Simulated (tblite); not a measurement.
C6H8N2.
Numbering: `[CH2:1]=[N:2][CH2:3][C:4]1([C:5]#[N:6])[CH2:7][CH2:8]1` (hydrogens: H9, H10 on C1; H11, H12 on C3; H13, H14 on C7; H15, H16 on C8)

Structure used (GFN2-xTB), in Å, numbered top down from 1:
```
atom  x, y, z in Å
C1     2.6753    0.2490   -0.1958
N2     1.5363    0.0327   -0.6626
C3     0.6054   -0.7891    0.0566
C4    -0.5800    0.0620    0.4906
C5    -0.2644    0.9671    1.5425
N6     0.0079    1.6826    2.3938
C7    -1.9742   -0.5197    0.4652
C8    -1.5884    0.5132   -0.5396
H9     3.3472    0.8836   -0.7538
H10    3.0456   -0.1672    0.7483
H11    0.2517   -1.5601   -0.6343
H12    1.0582   -1.2729    0.9401
H13   -2.0723   -1.5462    0.1449
H14   -2.6503   -0.2413    1.2602
H15   -1.4065    0.2083   -1.5582
H16   -1.9991    1.5067   -0.4417
```

Level: GFN2-xTB in tblite, geometry and Hessian alike; calculated harmonic values, unscaled, isolated species. The method is semi-empirical: single wavenumbers can be off by several per cent or more. One conformer, not necessarily the lowest.

Harmonic wavenumbers (cm⁻¹): 43.9, 66.3, 155.1, 186.6, 228.8, 289.4, 394.5, 447.4, 543.1, 566.6, 648.5, 771.3, 801.0, 916.0, 934.9, 944.7, 970.6, 989.5, 1021.5, 1055.9, 1067.5, 1080.3, 1137.9, 1143.8, 1210.8, 1274.4, 1305.5, 1368.6, 1418.1, 1428.1, 1452.3, 1477.5, 1760.7, 2396.5, 2822.6, 2873.6, 2953.8, 3082.5, 3088.4, 3095.6, 3098.9, 3117.3.

A = 2940, B = 1785, C = 1287 MHz; mass 108.069 u (most abundant isotopes); point group C1, symmetry number 1.

Question: What is the zero-point energy?

Answer: Half the sum of the wavenumbers: 27815 cm⁻¹ = 332.75 kJ/mol.

Question: Give the ideal-gas entropy at 298.15 K and 1 bar in the rigid-rotor, harmonic-oscillator model (classical rotation).

Answer: Translation 167.26, rotation 118.22, vibration 93.71: S = 379.2 J/(mol K).

Question: And Cp and H(298.15 K) − H(0)?

Answer: Cp = 131.79 J/(mol K), of which vibrations give 98.54 (their classical limit is 42 R = 349.2); H(298.15 K) − H(0) = 24.43 kJ/mol without the zero-point energy, 14.52 from vibrations.

Question: Which modes carry the vibrational entropy at 298.15 K?

Answer: 43.9 cm⁻¹: 21.23; 66.3 cm⁻¹: 17.83; 155.1 cm⁻¹: 10.91; 186.6 cm⁻¹: 9.46; 228.8 cm⁻¹: 7.90; 289.4 cm⁻¹: 6.18 J/(mol K); the other 36 give 20.19 together.

Question: What must be added to the electronic energy to get the Gibbs energy at 298.15 K and 1 bar?

Answer: ZPE + [H(298.15 K) − H(0)] − T·S = 332.75 + 24.43 − 113.06 = 244.12 kJ/mol.

Question: Blend soft modes into free rotors: weight 1/[1 + (100 cm⁻¹/ν̃)⁴] for the oscillator and the rest for a rotor with moment μB/(μ + B), μ = h/(8π²ν), B = 10⁻⁴⁴ kg m². What vibrational entropy results?

Answer: 84.49 J/(mol K) in place of 93.71, which changes −T·S at 298.15 K by +2.75 kJ/mol.

Question: How do the functions run with temperature in this model?

Answer: 
```tsv
T (K)	S (J/(mol K))	Cp (J/(mol K))	H − H(0) (kJ/mol)	G − H(0) (kJ/mol)	ln q(vib)
100	278.2	67.2	5.00	-22.83	1.49
200	334.0	97.5	13.21	-53.59	3.49
300	380.0	132.5	24.68	-89.32	5.45
500	463.7	197.8	58.02	-173.85	9.42
800	571.7	260.7	127.67	-329.69	15.28
1000	633.0	287.8	182.67	-450.28	18.98
```

q(vib) and H(0) count from the zero-point level.

Hindered rotation and anharmonicity are outside this model. Other conformers, if any are populated, would add a mixing term that is left out. The structure is chiral; the term R ln 2 for an equal mix with its mirror image is left out.

Hardware: one thread, Arm Neoverse N1, no GPU, on a shared host. This covers the Hessian and the dipole derivatives.
